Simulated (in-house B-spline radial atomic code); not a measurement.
# Ionising Si VII (Si6+) with different functionals

Computed with an all-electron radial atomic-structure program (B-spline basis): non-relativistic Hamiltonian, point nucleus, spin-polarised at highest spin, spherical fractional occupations for the functionals, and exact exchange of hybrids averaged over the configuration. The ionisation energy is the difference of two self-consistent energies, [He] 2s2 2p4 → [He] 2s2 2p3, without Breit or QED terms; ε is the level of the shell that loses the electron (its least bound occupied spin orbital).

```json
{"method": "PBE0", "rung": "global hybrid", "ΔSCF (eV)": "246.02", "-ε(2p) (eV)": "231.29"}
{"method": "B3LYP", "rung": "global hybrid", "ΔSCF (eV)": "246.43", "-ε(2p) (eV)": "230.48"}
{"method": "TPSSh", "rung": "global hybrid", "ΔSCF (eV)": "245.51", "-ε(2p) (eV)": "227.84"}
{"method": "M06-2X", "rung": "global hybrid", "ΔSCF (eV)": "246.96", "-ε(2p) (eV)": "237.85"}
{"method": "BHandHLYP", "rung": "global hybrid", "ΔSCF (eV)": "246.30", "-ε(2p) (eV)": "237.03"}
{"method": "r2SCAN0", "rung": "global hybrid", "ΔSCF (eV)": "244.94", "-ε(2p) (eV)": "231.01"}
{"method": "B97-1", "rung": "global hybrid", "ΔSCF (eV)": "246.06", "-ε(2p) (eV)": "230.45"}
{"method": "HSE06", "rung": "range-separated hybrid", "ΔSCF (eV)": "246.11", "-ε(2p) (eV)": "230.97"}
{"method": "wB97X", "rung": "range-separated hybrid", "ΔSCF (eV)": "?", "-ε(2p) (eV)": "?"}
{"method": "CAM-B3LYP", "rung": "range-separated hybrid", "ΔSCF (eV)": "246.28", "-ε(2p) (eV)": "232.41"}
{"method": "LC-wPBE", "rung": "range-separated hybrid", "ΔSCF (eV)": "?", "-ε(2p) (eV)": "?"}
```

(1) What does wB97X give?

(2) What does LC-wPBE give?

(3) Among the functionals, which spreads more, the ΔSCF values or the orbital energies?

(4) How do they compare with the NIST value?

Answers

(1) ΔSCF 245.72 eV, and -ε(2p) = 232.97 eV.

(2) ΔSCF 246.13 eV, and -ε(2p) = 231.79 eV.

(3) The orbital energies: ΔSCF values span about 2.02 eV and the orbital energies 10.01 eV; here energy differences depend much less on the functional than eigenvalues do.

(4) NIST lists 246.57 eV ± 0.05 (semi-empirical, ground level to ground level). Errors run from -1.63 to +0.39 eV; B3LYP is closest (-0.14 eV), but part of that can be cancellation, since the calculations leave out relativity, Breit-QED terms, multiplet and fine-structure energies.
